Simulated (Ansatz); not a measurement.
Two structures of Si$_{4}$H$_{12}$ClO$_{4}$F, closed shell, reached by relaxing down either side of one saddle point (PBE0-D4/def2-TZVP). Energies are electronic, without zero-point energy. Program: Ansatz 0.2.0. Basis: def2-TZVPP and def2-QZVPP. Cores are frozen in the correlated methods. Extrapolation: Hartree–Fock as exp(−7.88 √X), correlation as X^−2.97. First:

```xyz
22
angstrom
Si 0.0333 0.3215 0.4387
O -1.5076 0.0221 0.0073
Si -2.7891 0.9729 -0.4541
O 1.0290 -0.4055 -0.5667
Si 2.4318 -1.2337 -0.8541
O 0.2284 1.9177 0.4668
Si 1.2832 3.1587 0.7116
Cl 0.2893 -0.4318 2.3233
H -0.3773 -3.2423 -0.5677
F 0.4102 -3.4086 -1.0800
H -1.7632 -1.8711 0.2043
O -1.6304 -2.8241 0.3261
H -2.4307 1.7442 -1.6676
H -3.9086 0.0463 -0.7369
H -3.1482 1.8963 0.6486
H 2.6479 -2.2593 0.1890
H 3.5342 -0.2357 -0.7789
H 2.3804 -1.8004 -2.2153
H 2.5219 2.9229 -0.0699
H 1.6078 3.2517 2.1557
H 0.6158 4.3999 0.2558
H -1.4581 -2.9419 1.2643
```

Second:

Si1  (0.308, -0.282, 0.539)
O2  (-1.381, -0.406, -0.048)
Si3  (-2.309, 1.045, -0.148)
O4  (1.700, -0.048, -0.300)
Si5  (2.905, -1.032, -0.840)
O6  (-0.115, 1.381, 0.479)
Si7  (0.850, 2.715, 0.349)
Cl8  (0.461, -0.421, 2.595)
H9  (-1.222, -3.116, -0.052)
F10  (0.342, -1.943, 0.307)
H11  (-1.800, -1.321, -0.167)
O12  (-2.116, -2.831, -0.293)
H13  (-1.918, 1.933, -1.258)
H14  (-3.596, 0.406, -0.559)
H15  (-2.559, 1.693, 1.152)
H16  (3.434, -1.882, 0.255)
H17  (3.983, -0.148, -1.347)
H18  (2.420, -1.894, -1.948)
H19  (1.344, 2.885, -1.040)
H20  (1.993, 2.626, 1.289)
H21  (-0.004, 3.878, 0.701)
H22  (-2.720, -3.238, 0.334)
(Å)

**Question.** Which bonds change from the first to the second?

**Answer.** Si₄H₉ClO₃ ([SiH3][O][Si]([Cl])([O][SiH3])[O][SiH3]) + H₂O + HF → Si₃H₆ClO₂F ([F][Si]([Cl])([O][SiH3])[O][SiH3]) + SiH₄O ([OH][SiH3]) + H₂O (still joined by a long Si–O bond); bonds formed: Si1–F10, O2–H11, H9–O12; bonds broken: H9–F10, H11–O12; bonds weakened to dative contacts: Si1–O2.

**Question.** Give the saddle point's structure and its height above each. (An estimate is asked for; the value comes from the calculation.)

**Answer.** By the calculation: 0.841 eV above the first and 0.431 eV above the second (CCSD(T) at an estimated basis limit (MP2 extrapolated from triple and quadruple zeta, plus CCSD(T) − MP2 in triple zeta)).
```json
{"atom": "Si1", "x (Å)": "0.1904", "y (Å)": "-0.1662", "z (Å)": "0.5613"}
{"atom": "O2", "x (Å)": "-1.3689", "y (Å)": "-0.3720", "z (Å)": "-0.1052"}
{"atom": "Si3", "x (Å)": "-2.3602", "y (Å)": "0.9571", "z (Å)": "-0.4130"}
{"atom": "O4", "x (Å)": "1.5536", "y (Å)": "-0.0853", "z (Å)": "-0.3302"}
{"atom": "Si5", "x (Å)": "2.6773", "y (Å)": "-1.1106", "z (Å)": "-0.9576"}
{"atom": "O6", "x (Å)": "-0.0735", "y (Å)": "1.4928", "z (Å)": "0.6470"}
{"atom": "Si7", "x (Å)": "0.9334", "y (Å)": "2.7870", "z (Å)": "0.5817"}
{"atom": "Cl8", "x (Å)": "0.3138", "y (Å)": "-0.5232", "z (Å)": "2.5947"}
{"atom": "H9", "x (Å)": "-0.7640", "y (Å)": "-2.6478", "z (Å)": "0.1331"}
{"atom": "F10", "x (Å)": "0.3207", "y (Å)": "-2.0430", "z (Å)": "0.3439"}
{"atom": "H11", "x (Å)": "-1.8894", "y (Å)": "-1.6839", "z (Å)": "-0.1747"}
{"atom": "O12", "x (Å)": "-1.8299", "y (Å)": "-2.7449", "z (Å)": "-0.1252"}
{"atom": "H13", "x (Å)": "-1.7979", "y (Å)": "1.8537", "z (Å)": "-1.4437"}
{"atom": "H14", "x (Å)": "-3.5643", "y (Å)": "0.2872", "z (Å)": "-0.9827"}
{"atom": "H15", "x (Å)": "-2.7676", "y (Å)": "1.6642", "z (Å)": "0.8176"}
{"atom": "H16", "x (Å)": "3.2726", "y (Å)": "-1.9687", "z (Å)": "0.0959"}
{"atom": "H17", "x (Å)": "3.7341", "y (Å)": "-0.2589", "z (Å)": "-1.5568"}
{"atom": "H18", "x (Å)": "2.0805", "y (Å)": "-1.9604", "z (Å)": "-2.0192"}
{"atom": "H19", "x (Å)": "1.3961", "y (Å)": "3.0348", "z (Å)": "-0.8085"}
{"atom": "H20", "x (Å)": "2.1128", "y (Å)": "2.5874", "z (Å)": "1.4624"}
{"atom": "H21", "x (Å)": "0.1616", "y (Å)": "3.9675", "z (Å)": "1.0473"}
{"atom": "H22", "x (Å)": "-2.3311", "y (Å)": "-3.0669", "z (Å)": "0.6323"}
```

T1 diagnostic: at most 0.012.

Steps of this kind, hydrogen fluoride cutting a network bond, underlie vapour etching and the fluorination step of atomic layer etching. Here a small cluster stands in for the surface site.

Labels in which every atom is bracketed show which atoms are joined, not bond orders.

For scale, one of the runs: CCSD(T)/def2-TZVPP, 533 basis functions, launched by `ansatz run in.yaml --threads 11 --pin off --events-out ev --progress --plain --max-ram 166912MiB --backend cuda --devices 0, --max-vram 75GiB`. Hardware: 11 CPU threads of an AMD EPYC 7R13 and one NVIDIA H100, shared host. Wall time 41 s; peak host memory 1.4 GiB.
